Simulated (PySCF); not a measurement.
`InChI=1S/C5H3NO2/c6-3-4-1-2-8-5(4)7/h1-2,4H/t4-/m1/s1`

Geometry:
| atom | x (Å) | y (Å) | z (Å) |
| --- | --- | --- | --- |
| N1 | 2.425 | -0.713 | 1.428 |
| C2 | 1.627 | -0.540 | 0.631 |
| C3 | 0.583 | -0.338 | -0.346 |
| C4 | -0.751 | -0.831 | 0.137 |
| C5 | -1.568 | 0.212 | 0.205 |
| O6 | -0.989 | 1.392 | -0.187 |
| C7 | 0.296 | 1.166 | -0.544 |
| O8 | 1.035 | 2.005 | -0.950 |
| H9 | 0.904 | -0.784 | -1.294 |
| H10 | -0.959 | -1.849 | 0.396 |
| H11 | -2.598 | 0.282 | 0.500 |

Computed, not measured: PySCF, GIAO BHandHLYP/STO-3G magnetisability, rotational g tensor and spin-rotation constants, non-relativistic, gas phase. Geometry: GFN2-xTB.

(1) Give the nuclear spin-rotation constants along the inertial axes (H = +C I·J) beside the isotropic shieldings.

## Answers

(1) Rotational constants 3.4459, 2.1241, 1.4589 GHz. A star marks the isotopologue with that one atom substituted, in its own axes.
| atom | isotope | Caa (kHz) | Cbb (kHz) | Ccc (kHz) | mean (kHz) | σ (ppm) |
| --- | --- | --- | --- | --- | --- | --- |
| N1 | 14N | 0.159 | 0.331 | 0.185 | 0.225 | 72.2 |
| H9 | 1H | -0.366 | -0.229 | 0.029 | -0.189 | 29.6 |
| H10 | 1H | -0.325 | 0.111 | -0.166 | -0.126 | 27.7 |
| H11 | 1H | -0.080 | -0.042 | -0.138 | -0.087 | 26.2 |
| C2 | 13C* | 0.171 | 0.534 | 0.284 | 0.330 | 148.8 |
| C3 | 13C* | 0.309 | 0.150 | 0.121 | 0.193 | 203.4 |
| C4 | 13C* | 0.474 | 0.655 | 0.120 | 0.416 | 142.1 |
| C5 | 13C* | 0.683 | 0.698 | 0.194 | 0.525 | 111.6 |
| O6 | 17O* | -0.402 | -0.595 | -0.086 | -0.361 | 203.0 |
| C7 | 13C* | 1.050 | 0.247 | 0.285 | 0.527 | 120.7 |
| O8 | 17O* | -1.142 | -1.576 | -0.095 | -0.938 | -74.3 |

For the geometry as given, no vibrational averaging.
